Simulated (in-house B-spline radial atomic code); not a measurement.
Rb⁺. Computed with a B-spline radial atomic code. Model: non-relativistic spherical atom: semilocal Troullier-Martins pseudo-atom, one channel per l, against all electrons, high spin, G0W0 and RPA with empty states to l = 8, local potential for every l without a channel, a model core (radius 0 = none) keeps its share of the functional.

The core holds an angular momentum without a channel of its own, so the local potential lets valence electrons into it.

Without relativity these are model numbers for so heavy an element.

What the tables leave out is listed at the end.

The pseudopotential gives back the lowest level of each angular momentum of its own functional in the configuration it was made in; a second state of the same l is only approximately right. Exact exchange, RPA and GW see the smooth pseudo-orbitals and miss the exchange with the core, for which the functional's share stands in. The column with an uncorrelated core keeps all orbitals and exact exchange, and so separates missing core correlation from pseudisation. Only the three outermost levels and the lowest empty one were computed. RPA here is direct RPA, with no exchange kernel, and its energies carry an (l + 1/2)⁻⁴ tail. A hybrid on a potential with a model core restores only its own semilocal share of the core's exchange.

Command:
```bash
python run_psgw.py task.json out
```
Settings (lengths in bohr, energies in hartree):
```
Z                      37
electrons              36
configuration          [Ar] 3d10 4s2 4p6
generated_in           [Kr] 5s1
functional             pbe,pbe
core_shells            6
radius_factor          1.15
core_correction        True
```

Cost of the run: 14 s on 1 thread of Arm Neoverse V2, with other jobs on the host.

Given: made with PBE; model core radius 0.953 bohr; local radius 1.509 bohr; mean-field start PBE.

Valence shells of the generating configuration: 4s, 4p, 5s.

Channel: s 1.481, p 1.669 (radii in bohr).

Computed: largest level miss in the spin-unpolarised generating configuration 0.014 eV; valence RPA correlation energy all-electron orbitals -0.38562 hartree; valence RPA correlation energy pseudo -0.45428 hartree; pseudo-atom RPA polarisability 8.8701 bohr³.

| level | occupied | mean-field all-electron (eV) | mean-field pseudo minus all (eV) | G0W0 all-electron (eV) | G0W0 uncorrelated core minus all (eV) | G0W0 pseudo minus all (eV) | exchange self-energy all-electron (eV) | exchange self-energy pseudo (eV) |
| --- | --- | --- | --- | --- | --- | --- | --- | --- |
| 4p | 1 | -21.65 | -0.024 | -27.431 | 0.213 | -0.006 | -24.641 | -20.843 |
| 5s (empty) | 0 | -5.9248 | -0.041 | -3.9569 | 0.04 | -0.061 | -1.4361 | -0.90852 |

Task: What is the all-electron RPA polarisability, core included?

Result: 8.5489 bohr³.

Given: mean-field start PBE0.

Computed: valence RPA correlation energy all-electron orbitals -0.35961 hartree; valence RPA correlation energy pseudo -0.41749 hartree; all-electron RPA polarisability, core included 7.7281 bohr³.

```json
{"level": "4p", "occupied": "1", "mean-field all-electron (eV)": "-23.384", "mean-field pseudo minus all (eV)": "0.036", "G0W0 all-electron (eV)": "-27.611", "G0W0 uncorrelated core minus all (eV)": "0.211", "G0W0 pseudo minus all (eV)": "0.026", "exchange self-energy all-electron (eV)": "-24.595", "exchange self-energy pseudo (eV)": "-20.786"}
{"level": "5s (empty)", "occupied": "0", "mean-field all-electron (eV)": "-5.2928", "mean-field pseudo minus all (eV)": "-0.007", "G0W0 all-electron (eV)": "-4.0155", "G0W0 uncorrelated core minus all (eV)": "0.034", "G0W0 pseudo minus all (eV)": "-0.03", "exchange self-energy all-electron (eV)": "-1.2219", "exchange self-energy pseudo (eV)": "-0.77245"}
```

Task: What is the pseudo-atom RPA polarisability?

Result: 8.0923 bohr³.

Among the listed levels the largest G0W0 shift of the pseudo-atom is -0.06 eV, for 5s (empty) on the PBE start, while leaving the core uncorrelated moves that level by +0.04 eV. The rest, -0.10 eV, comes from pseudisation and the lost core exchange. Not in the tables (levels of low weight, unsolved or above zero; the highest and the empty levels are kept at any weight): on PBE the G0W0 levels 4s (pseudo minus all +1.29 eV, weights 0.36 and 0.36); on PBE0 the G0W0 levels 4s (pseudo minus all +1.71 eV, weights 0.58 and 0.22); no Hartree-Fock pseudo-atom is run with a model core.
